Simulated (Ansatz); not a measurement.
Computed with Ansatz on PBE0-D4/def2-TZVP structures; ΔE is electronic, products minus reactants. CCSD(T)/CBS is the MP2 limit (def2-TZVPP, def2-QZVPP) plus CCSD(T) − MP2 in def2-TZVPP, frozen cores. Functionals use def2-TZVPP. B3LYP here is the variant with VWN-RPA as its local correlation; programs differ in this. HSE06 is defined as in plane-wave codes. def2 core potentials past Kr. For In, Se outer-core shells are correlated without core-valence functions, which leaves a few kJ/mol of doubt a bond. Scalar relativity is left out up to krypton. Each species was taken in one conformer, which may not be the lowest.

Consider the substitution at a C–C bond: `C[CH](C)[InH][CH](C)C` + `OC(O)[SeH]` → `COC(O)[SeH]` + `C[CH2][InH][CH](C)C`.

Problem. Is it downhill or uphill in electronic energy at CCSD(T)/CBS, and by how much? (Estimate.)

Solution. The calculation gave: Uphill: ΔE = +8.9 kcal/mol.

Problem. What do these levels give: HSE06-D4, ωB97M-V, B3LYP, HSE06, LC-ωPBE, HF/def2-SVP, CCSD/def2-SVP, HF/def2-TZVPP, MP2/def2-TZVPP, CCSD(T)/def2-TZVPP, MP2/def2-QZVPP, MP2/CBS(def2)? (Best estimate.)

Solution. Ansatz gave: HSE06-D4 8.8, ωB97M-V 7.6, B3LYP 6.7, HSE06 8.5, LC-ωPBE 7.3, HF/def2-SVP 4.0, CCSD/def2-SVP 7.0, HF/def2-TZVPP 4.7, MP2/def2-TZVPP 9.3, CCSD(T)/def2-TZVPP 8.0, MP2/def2-QZVPP 9.8, MP2/CBS(def2) 10.3 kcal/mol.

Largest T1 diagnostic among the species: 0.011.

Leaving LDA and LC-ωPBE aside and taking each functional with its dispersion term where it has one, the values, not all of them listed here, spread over 2.9 kcal/mol, from CAM-B3LYP-D4 to revPBE-D4. At CCSD(T), def2-SVP lies −1.5 kcal/mol from the extrapolated value and def2-TZVPP −0.9 kcal/mol. In def2-TZVPP, CCSD(T) changes the Hartree–Fock value by +3.3 kcal/mol (the triples alone add +0.4 kcal/mol) and MP2 by +4.7 kcal/mol.
